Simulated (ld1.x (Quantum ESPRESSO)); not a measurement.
Values are calculated unless marked as measured or tabulated.
**Potentials for P (Z = 15) compared**

Generated with ld1.x 7.5 (TM, RRKJ, ultrasoft, PAW), atompaw 4.2 or ONCVPSP 4.0.1. The cutoff is in Ry: for ld1.x and atompaw files where the sum of valence levels is converged to 10 mRy in a Bessel basis, for ONCV files where the hardest occupied wave has 1 mHa per electron of residual kinetic energy. The error is the largest all-electron minus pseudo excitation energy over each file’s own four to seven test configurations (ionisations up to +4, promotions, holes and added fractions of an electron), all of which were solved. The labels leave out finer settings (local radius, basis sizes, second energies), which also bear on the numbers. Spin-polarised tests are not counted. The rows are a selection from randomly drawn settings: files with unsolved tests, undetermined cutoffs or missed reference levels are left out.

| potential | cutoff (Ry) | largest error (meV) | bound ghosts |
| --- | --- | --- | --- |
| TM, PBEsol, non-relativistic, rc 1.70/1.85/1.95 (spd), local d, core correction yes, reference 3s2 3p3 | 18 | +224 | none |
| TM, PBEsol, non-relativistic, rc 1.35/1.95/2.05 (spd), local p, core correction no, reference 3s1.75 3p3.25 | 35 | +232 | none |
| TM, LDA (PZ), non-relativistic, rc 1.50/1.75/1.55 (spd), local d, core correction yes, reference 3s1.75 3p3.25 | 18 | +268 | none |
| ultrasoft, PBE, non-relativistic, rc 1.40/1.45 (sp), local smoothed, core correction no, reference 3s2 3p2 | 18 | +46 | none |
| TM, LDA (PZ), non-relativistic, rc 1.25/1.65/1.45 (spd), local d, core correction yes, reference 3s2 3p3 | 45 | +403 | none |
| TM, PBEsol, scalar-relativistic, rc 1.50/1.80/1.70 (spd), local s, core correction yes, reference 3s2 3p1.5 | 30 | +102 | none |

Fill in the row for P: TM, PBE, non-relativistic, rc 1.60/1.20/1.60 (spd), local p, core correction yes, reference 3s2 3p3.

cutoff 70 Ry, largest error +57 meV, bound ghosts: none.

Fill in the row for P: RRKJ, PBE, scalar-relativistic, rc 1.65/2.00 (sp), local smoothed, core correction yes, reference 3s2 3p2.5.

cutoff 25 Ry, largest error +58 meV, bound ghosts: none.
